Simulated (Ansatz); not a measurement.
# What each rung costs, and what it gives

The pair of C2H2 (SMILES C#C, atoms 1–4) and SbH3 (SMILES [SbH3], atoms 5–8), both closed shells, in one local arrangement (a lower one may exist), relaxed at PBE0-D4/def2-TZVP:

```
8
angstrom
C -0.0222 0.7184 -1.9724
C -0.1148 -0.4719 -1.8774
H 0.0598 1.7765 -2.0607
H -0.1969 -1.5300 -1.7891
Sb 0.1245 0.5559 1.6968
H 1.2202 -0.6827 1.2789
H -1.2193 -0.4466 1.3822
H 0.1487 0.0804 3.3419
```

Interaction energies are counterpoise-corrected; the time is that of the whole pair.

Program: Ansatz 0.2.0. Basis: as named in each row. Cores are frozen in the correlated methods. Filled d shells of the heavier atoms are correlated. Core potentials replace the inner electrons of the atoms past krypton. The def2 sets are not built for correlating such inner shells, so the correlated values are less sure here. B3LYP uses VWN-RPA correlation. Extrapolation: Hartree–Fock as exp(−7.88 √X), correlation as X^−2.97.

Times are rough, for one single point on 4 threads of a shared host (AMD EPYC 9R45).

The estimate by CCSD(T) at an estimated basis limit (MP2 extrapolated from triple and quadruple zeta, plus CCSD(T) − MP2 in triple zeta) is -6.9 kJ/mol.

```
   method        basis  time (s)  interaction energy (kJ/mol)  method less estimate
    SPW92     def2-SVP   under 1                        -10.4                  -3.5
   PBE-D4     def2-SVP   under 1                         -8.4                  -1.5
  PBE0-D4     def2-SVP   under 1                         -8.2                  -1.3
   PBE-D4  def2-TZVPPD   under 1                         -8.6                  -1.7
revPBE-D4  def2-TZVPPD   under 1                         -8.2                  -1.3
  BLYP-D4  def2-TZVPPD   under 1                         -7.7                  -0.7
  PBE0-D4  def2-TZVPPD   under 1                         -8.4                  -1.4
  CCSD(T)     def2-SVP   under 1                         -1.0                   5.9
 B3LYP-D4  def2-TZVPPD   under 1                         -8.0                  -1.1
 HSE06-D4  def2-TZVPPD   under 1                         -8.3                  -1.4
r2SCAN-D4  def2-TZVPPD   under 1                         -7.0                   0.0
  wB97M-V     def2-SVP         1                         -7.3                  -0.4
   B2PLYP  def2-TZVPPD         2                         -2.2                   4.7
   B97M-V  def2-TZVPPD         2                         -8.0                  -1.0
  wB97X-V  def2-TZVPPD         2                         -7.4                  -0.5
  wB97M-V  def2-TZVPPD         2                         -7.6                  -0.7
      MP2  def2-QZVPPD         4                         -8.0                  -1.1
  CCSD(T)  def2-TZVPPD        22                         -5.2                   1.7
```

T1 diagnostic: at most 0.015.
